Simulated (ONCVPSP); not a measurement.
antimony (Sb), ONCV: configuration errors across variants

ONCVPSP 4.0.1 input, shortened (lines: element, Z, core and valence counts, functional; n l f; lmax; l rc ep ncon nbas qcut; lloc lpopt rc5 dvloc0; l nproj debl; icmod fcfact rcfact), PBEsol, scalar-relativistic:

```
  Sb 51.00    6    5  -116133      upf
    1    0    2.00
    2    0    2.00
    2    1    6.00
    3    0    2.00
    3    1    6.00
    3    2   10.00
    4    0    2.00
    4    1    6.00
    4    2   10.00
    5    0    2.00
    5    1    2.00
    2
    0    1.30    0.00    4    8   10.30
    1    1.55    0.00    3    6   11.10
    2    1.50    0.00    3    8    8.30
    4    4    1.30    0.00
    0    2    3.70
    1    2    2.20
    2    3    3.20
    2    0.40    0.80
```

All-electron excitation energies from the reference (eV): (1) 4s2 4p6 4d10 5s2 5p3 -8.344; (2) 4s2 4p6 4d10 5s2 5p1 16.012; (3) 4s2 4p6 4d10 5s2 5p0 40.458; (4) 4s2 4p5 4d10 5s2 5p3 101.454.

Errors AE − PS in meV (a dash: test not solved or not reliable):

| change | (1) | (2) | (3) | (4) | bound ghosts | GHOST(+) flags above zero |
| --- | --- | --- | --- | --- | --- | --- |
| base | +1.8 | -4.0 | -11 | -216 | none | none |
| all radii but the core radius scaled by about 0.77 (s 1.00, p 1.20, d 1.16 bohr); local potential polynomial inside 1.00 bohr (lpopt 4, dvloc0 0 Ha) | +1.6 | -3.5 | -9.9 | -122 | none | s |
| all radii but the core radius scaled by about 0.91 (s 1.18, p 1.40, d 1.36 bohr); local potential polynomial inside 1.18 bohr (lpopt 4, dvloc0 0 Ha) | +1.7 | -3.8 | -11 | -173 | none | none |
| all radii but the core radius scaled by about 1.04 (s 1.36, p 1.62, d 1.56 bohr); local potential polynomial inside 1.36 bohr (lpopt 4, dvloc0 0 Ha) | +1.8 | -4.0 | -12 | -224 | none | none |
| all radii but the core radius scaled by about 1.23 (s 1.60, p 1.90, d 1.84 bohr); local potential polynomial inside 1.60 bohr (lpopt 4, dvloc0 0 Ha) | +1.9 | -4.3 | -13 | -178 | none | none |
| all radii but the core radius scaled by about 1.31 (s 1.70, p 2.04, d 1.96 bohr); local potential polynomial inside 1.70 bohr (lpopt 4, dvloc0 0 Ha) | +2.1 | -3.9 | -10 | -43 | none | s |

Question: Give the same row for: all radii but the core radius scaled by about 1.14 (s 1.48, p 1.78, d 1.72 bohr); local potential polynomial inside 1.48 bohr (lpopt 4, dvloc0 0 Ha).

Answer: +2.0, -4.2, -12, -216; bound ghosts: none; GHOST(+) flags above zero: none.
